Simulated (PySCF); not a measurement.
AlI₂, charge +1, singlet, at a GFN2-xTB geometry (such geometries of metal compounds can be far from the true shape) (core potentials on I).

Input for PySCF:
```python
from pyscf import gto, scf, dft

mol = gto.M(
    atom='''
Al    0.00000000    0.00000000    0.00000000
I    -0.00000000   -0.00000000   -2.47377043
I     0.00000000    0.00000000    2.47377043
''',
    basis='def2-svp',
    ecp={'I': 'def2-svp'},
    charge=1,
    verbose=4,
)

mf = dft.RKS(mol)
mf.xc = 'r2scan'
mf.kernel()
mf.analyze()
```

Problem. What HOMO-LUMO gap does R2SCAN/def2-SVP in PySCF give?

Solution. 3.21 eV

Problem. What is the computed HOMO energy (R2SCAN/def2-SVP)?

Solution. -12.41 eV

Problem. Estimate the total energy that R2SCAN/def2-SVP returns for this input.

Solution. -837.7679 Eh

Problem. Predict the number of basis functions from R2SCAN/def2-SVP.

Solution. 70
